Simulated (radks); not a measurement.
Results of a calculation; reference values are marked as such.
Problem. Excited configurations of V I: one electron is placed in a higher orbital outside [Ar] 3d4. The ground configuration is [Ar] 3d3 4s2. Code: a radial shooting solver on a logarithmic mesh with Libxc functionals. Model: Dirac Kohn-Sham, PBE, spin-unpolarised, spherical densities, finite nucleus; open shells are shared between the two j in proportion to 2j + 1; Fermi nuclear charge, rms radius 3.6002 fm. Excitation = E - E(ground); binding = E(ion) - E, where the ion is the core of charge +1; n* = 1/sqrt(2 binding) in atomic units, and the quantum defect is n - n*. Eigenvalue and <r> are those of j = l + 1/2.

| outer orbital | excitation (eV) | binding (eV) | n* | quantum defect | eigenvalue (eV) | <r> (bohr) |
|---|---|---|---|---|---|---|
| 4s | 0.586 | 6.611 | 1.435 | 2.565 | -3.874 | 3.577 |
| 4p | 3.491 | 3.706 | 1.916 | 2.084 | -1.720 | 5.030 |
| 5p | 5.494 | 1.703 | 2.827 | 2.173 | -0.973 | 11.85 |
| 6p | 6.203 | 0.994 | 3.700 | 2.300 | -0.615 | 21.28 |
| 6d | 6.542 | 0.655 | 4.557 | 1.443 | -0.406 | 31.59 |
| 6f | 6.742 | 0.455 | 5.468 | 0.532 | -0.286 | 44.05 |
| 7s | 6.411 | 0.786 | 4.161 | 2.839 | -0.509 | 28.41 |
| 7p | 6.543 | 0.654 | 4.560 | 2.440 | -0.424 | 33.38 |
| 7d | 6.730 | 0.468 | 5.394 | 1.606 | -0.305 | 46.11 |

Estimate the row for 4d.

Solution. excitation (eV) 5.643; binding (eV) 1.554; n* 2.959; quantum defect 1.041; eigenvalue (eV) -0.720; <r> (bohr) 10.59. The Delta-SCF ionisation energy is 7.197 eV (NIST Atomic Spectra Database: 6.746 eV, measured). Self-interaction in the functional shifts the binding energies and quantum defects, so they are the method's values and not measured ones. Spin polarisation and multiplet splitting are left out, so open shells lie too high by an amount that depends on their filling.

Beside tabulated values, note that spin-unpolarised runs miss the spin-polarisation part of the exchange energy of open shells.
